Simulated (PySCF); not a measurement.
SMILES F[Si](F)(F)O[SiH2]O[SiH3] (H5F3O2Si3) at its PBE0/def2-SVP optimised geometry (Å):

```
13

Si     0.3558    -1.6634     0.0000
O     -0.2122    -0.0998     0.0000
Si    -0.4196     1.4433     0.4992
O      0.4715     1.7113     1.8889
Si     1.2873     1.1211     3.1384
F      0.4350     1.2000     4.4825
F      1.6653    -0.4143     2.8922
F      2.6417     1.9256     3.3713
H     -0.1448    -2.3274    -1.2362
H      1.8463    -1.6634     0.0000
H     -0.1541    -2.3877     1.1987
H     -1.8463     1.6799     0.8321
H      0.0877     2.3877    -0.5253
```

Calculation: PBE0/def2-TZVP in PySCF. Cells within 0.4 Å of a nucleus heavier than hydrogen are left out (blank, or x).

Map of the log10 of the electron density (e/bohr³), floored at −4 on the plane z = 0.0 Å:

```
|000000000000000000000000000|
|000000000000111000000000000|
|000000000012222210000000000|
|000000011223444321000000000|
|000000122344555432100000000|
|000001234455666543100000000|
|000012345566777653200000000|
|000023455667787653200000000|
|000123456667877653200000000|
|000023456668876543200000000|
|000013455667776543200000000|
|000012345567887643200000000|
|000001234578998653210000000|
|000000124579xx9754321000000|
|000000124579xx8754433210000|
|000000023568888765554320000|
|000000013456777777665421000|
|00000001235679x977876431000|
|0000000123567xxx78886431000|
|000000012356789877775431000|
|000000002345676666654321000|
|000000001345566555543210000|
|000000001234454443332100000|
|000000000123333322211000000|
|000000000012222110000000000|
|000000000000110000000000000|
|000000000000000000000000000|
```
Scale: ten equal steps from -4.00 (start of '0') to -0.119 (end of '9'), in the order '0123456789'; x runs from -4.50 to 4.50, y from -4.50 (bottom) to 4.50 (top).
